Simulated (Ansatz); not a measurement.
CH₄B₂O (SMILES BOB=C), closed shell: a single point displaced at random from a GFN2-xTB minimum.

Input (in.yaml):

```yaml
crystal:
  periodic: [false, false, false]
  atoms:
    - {symbol: B, position_ang: [-1.437600, -1.325100, 0.369100]}
    - {symbol: O, position_ang: [-0.461400, -0.497800, 0.052000]}
    - {symbol: B, position_ang: [0.427100, 0.344900, -0.169900]}
    - {symbol: C, position_ang: [1.461300, 1.334000, -0.361800]}
    - {symbol: H, position_ang: [-2.537700, -0.813700, 0.494400]}
    - {symbol: H, position_ang: [-1.232400, -2.438700, 0.640200]}
    - {symbol: H, position_ang: [1.197700, 2.371400, -0.533200]}
    - {symbol: H, position_ang: [2.448200, 1.067800, -0.495500]}
basis:
  gaussian: {orbitals: def2-TZVPP}
hamiltonian: {xc: pbe, dispersion: d4}
output: {forces: true}
```

An equivalent command:

```bash
ansatz run in.yaml --threads 4 --pin off --events-out ev --progress --plain
```

The run's output (Ansatz 0.2.0):

```
Functional definition: PBE
  name "PBE"
  cite "Perdew, Burke & Ernzerhof, Phys. Rev. Lett. 77, 3865 (1996) doi:10.1103/PhysRevLett.77.3865"
  parent pbe
  parameter kappa = 0.804
  parameter beta = 0.06672455060314922
  exchange = pbe_x(kappa = kappa, mu = beta*pi^2/3)
  correlation = pbe_c(beta = beta)
905 factors; their error is unknown
mean field evaluation 1: about -4482.8437 eV, gradient 8.3e1 eV
mean field evaluation 2: about -4447.1796 eV, gradient 1.3e2 eV
mean field evaluation 4: about -4496.8832 eV, gradient 1.4e1 eV
mean field evaluation 8: about -4497.3689 eV, gradient 1.3e-1 eV
mean field evaluation 16: about -4497.3546 eV, gradient 7.7e-4 eV
mean field -4497.35456646 eV, -165.2747319009 hartree, gradient 2.7e-5 eV, S^2 0.000000; 0 other end points of the search recorded, 0 dependent functions left out
the calculation of the forces begins
reference -4497.35461121 eV, -165.2747335455 hartree; 14, 14 occupied and 166, 166 virtual orbitals, 905 factors
Total energy: -4497.46474414 eV, -165.2787808562 hartree
Atom 0 at    -1.437600    -1.325100     0.369100 Å, force    -2.214895     0.060518     0.756664 eV/Å
Atom 1 at    -0.461400    -0.497800     0.052000 Å, force    -0.689369    -1.116092     0.080907 eV/Å
Atom 2 at     0.427100     0.344900    -0.169900 Å, force     3.630991     3.434781    -0.799432 eV/Å
Atom 3 at     1.461300     1.334000    -0.361800 Å, force    -3.498548    -0.890619     0.358343 eV/Å
Atom 4 at    -2.537700    -0.813700     0.494400 Å, force     0.248053    -0.265189    -0.177726 eV/Å
Atom 5 at    -1.232400    -2.438700     0.640200 Å, force     0.334003    -0.841168    -0.030555 eV/Å
Atom 6 at     1.197700     2.371400    -0.533200 Å, force    -0.048916     0.196614     0.028973 eV/Å
Atom 7 at     2.448200     1.067800    -0.495500 Å, force     2.238680    -0.578844    -0.217174 eV/Å
Dipole moment:    -0.150928    -0.174877     0.001082 e Å
```

The lines “mean field evaluation” count trial sets of orbitals through the whole run, from several starts and some on an approximate energy, so they need not fall steadily or lie above the final value.

The run took about 1 s on 4 CPU threads (shared host).
